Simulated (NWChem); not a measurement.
C$_{4}$H$_{4}$F$_{2}$; SMILES C=CC=C(F)F

```xyz
10

C      0.1640    -2.7357     0.0000
C     -0.3017    -1.4789     0.0000
C      0.5379    -0.2963     0.0000
C      0.0600     0.9499     0.0000
F      0.7996     2.0298     0.0000
F     -1.2125     1.2656     0.0000
H      1.2372    -2.9492     0.0000
H     -0.5156    -3.5904     0.0000
H     -1.3837    -1.3093     0.0000
H      1.6251    -0.3978     0.0000
```
Atoms are numbered in this order, from 1.

Computed with NWChem. Pople sets run with spherical d functions. The geometry was optimised at PBE0/def2-SVP. Isolated, static molecule.

GIAO at B3LYP/6-31G*: principal shieldings of C1 are -12.2, 90.2, 164.4 ppm; an isolated tetramethylsilane molecule has σ = 189.5 ppm at the same levels.

Q: Find the isotropic 13C shift, its principal values, the span and the skew.

A: 
1. σ(iso) = one third of the sum = 80.8 ppm.
2. δ = σ(reference) − σ = 108.7 ppm against tetramethylsilane.
3. δ11, δ22, δ33 = 201.7, 99.3, 25.1 ppm.
4. Span Ω = δ11 − δ33 = 176.6 ppm; skew κ = 3(δ22 − δ(iso))/Ω = -0.16.
